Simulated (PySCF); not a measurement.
PySCF job for Mg(Me)(Et) (C3H8Mg), SMILES [CH2](C)[Mg][CH3], PBE/pcSseg-1. Coordinates come from a B3LYP-D3(BJ)/def2-SVP optimisation. The structure was generated by enumeration; whether it is a known compound was not checked. One conformer was computed; it need not be the lowest.

```python
import numpy as np
from pyscf import gto, scf, dft
from pyscf.prop.nmr import rks as nmr

mol = gto.M(
    atom='''
    Mg   -0.04381445    0.43232697    0.53928004
    C    -1.10957140    1.78882371    1.74154448
    H    -1.81168183    1.27622914    2.42349929
    H    -1.70798413    2.49625597    1.13969646
    H    -0.43724145    2.39657424    2.37348928
    C     1.02574081   -0.93551899   -0.67368804
    C     0.25404294   -1.53401907   -1.86350956
    H     1.39967723   -1.75304024   -0.02727384
    H     1.93999898   -0.43136551   -1.04237200
    H    -0.09674563   -0.75660246   -2.56507437
    H    -0.64311281   -2.09073776   -1.53976122
    H     0.86158901   -2.24095098   -2.45964539
    ''',
    basis='pcSseg-1',
    charge=0,
    spin=0,
    max_memory=1600,
    verbose=3,
)
mf = dft.RKS(mol, xc='pbe')
mf.grids.level = 3
mf.conv_tol = 1e-10
mf.max_cycle = 100
mf.kernel()
n = nmr.NMR(mf)
n.verbose = 2
n.max_cycle_cphf = 60
sigma = n.kernel()
print('atom   isotropic/ppm   span/ppm')
for i, s in enumerate(sigma):
    w = np.linalg.eigvalsh((s + s.T) / 2)
    print(f'{mol.atom_symbol(i):2s}{i + 1:3d} {w.mean():14.3f} {w[2] - w[0]:11.3f}')
```

It prints:

```
converged SCF energy = -318.861681727987
atom   isotropic/ppm   span/ppm
Mg  1        402.589     464.719
C   2        202.511      10.065
H   3         32.170      11.554
H   4         32.143      11.465
H   5         32.179      11.529
C   6        178.835      24.912
C   7        164.570      27.151
H   8         31.159       9.387
H   9         31.159       9.395
H  10         30.026       9.772
H  11         30.026       9.762
H  12         29.518      12.252
```

Self-consistency was reached.

Cost: roughly 14 core-seconds.
